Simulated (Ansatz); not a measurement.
The cluster Cu₂Te. Total charge 0; singlet. Geometry PBE0-D4/def2-TZVPD, that of the charge -1 doublet.

```xyz
3

Cu   -0.814    0.958   -0.641
Cu    0.683    0.382    1.175
Te    0.131   -1.340   -0.533
```

In the def2 sets Te takes a core potential; there is no spin–orbit coupling. The structure comes from a short search, and lower isomers may exist.

(1) Estimate the orbital energies around the gap (eV) in Ansatz with PBE-D4/def2-TZVPD, r2SCAN-D4/def2-TZVPD, PBE0-D4/def2-TZVPD.

Answers

(1) 
```
orbital  PBE-D4/def2-TZVPD  r2SCAN-D4/def2-TZVPD  PBE0-D4/def2-TZVPD
 HOMO−5              -6.21                 -6.31               -8.09
 HOMO−4              -6.16                 -6.27               -8.02
 HOMO−3              -6.02                 -6.15               -8.01
 HOMO−2              -5.98                 -6.12               -7.36
 HOMO−1              -5.23                 -5.29               -6.10
   HOMO              -4.73                 -4.81               -5.53
   LUMO              -3.66                 -3.49               -2.86
 LUMO+1              -2.90                 -2.63               -2.00
 LUMO+2              -1.23                 -0.98               -0.51
 LUMO+3              -1.02                 -0.75               -0.37
 LUMO+4               0.11                  0.51                0.55
 LUMO+5               0.14                  0.56                0.74
```
